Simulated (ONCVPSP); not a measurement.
rhenium (Re): ONCV pseudisation with PBE, fully relativistic reference atom.

- Element: Re
- Generator: ONCVPSP 4.0.1
- Type: optimised norm-conserving Vanderbilt (ONCV)
- Functional: PBE
- Relativity: fully relativistic
- Frozen core: [Kr] 4d10 4f14
- Valence charge: 15
- Reference configuration: 5s2 5p6 5d5 6s2
- Partial waves: 5s+6s: rc 1.55 bohr, ncon 4, nbas 7, qcut 9.6 1/bohr, 3 projectors, debl 2.2 Ha; 5p: rc 1.65 bohr, ncon 4, nbas 8, qcut 9 1/bohr, 2 projectors, debl 1 Ha; 5d: rc 1.65 bohr, ncon 4, nbas 8, qcut 5 1/bohr, 2 projectors, debl 3 Ha; f scattering state at 0.15 Ha: rc 1.75 bohr, ncon 4, nbas 8, qcut 6.6 1/bohr, 1 projector
- Local potential: polynomial inside 1.35 bohr (lpopt 1, dvloc0 0 Ha)
- Core correction: Teter function, fcfact 2.25, rcfact 1.75

Open shells are filled in proportion to 2j + 1.

In the p channel the program set the typed energies aside and used -1.615, 0.250 Ha (j = l + 1/2; the other j can differ).

Poles of the logarithmic derivatives, all-electron (AE) and pseudo (PS). s: poles at -2.4 (AE) and -2.4 (PS) Ha. p3/2: poles at -0.7 (AE) and -0.7 (PS) Ha. p1/2: poles at -1.4 (AE) and -1.3 (PS) Ha. d5/2: poles at 1.7 (AE) and 1.7 (PS) Ha. d3/2: poles at 1.6 (AE) and 1.6 (PS) Ha. f7/2: poles at -1.5, 4.3 (AE) and 3.7 (PS) Ha. f5/2: poles at -1.6, 4.2 (AE) and 3.7 (PS) Ha. Test radii: s 1.57, p3/2 1.68, p1/2 1.68, d5/2 1.68, d3/2 1.68, f7/2 1.77, f5/2 1.77 bohr.

* Cutoffs needed: 29 Ha and 75 Ha (the cutoffs (Ha) at which the residual kinetic energy of the hardest occupied pseudo-wave falls to 1 and 0.1 mHa per electron)
* Ghost test: no bound ghost flagged; GHOST(+) flags only above 600 eV
* Largest excitation error: -35 meV (all-electron minus pseudo) for 5s2 5p6 5d4 6s0, out of 4 test configurations
* rms error of d²Exc/dni dnj: 8.75 mHa without and 2.56 mHa with the model core
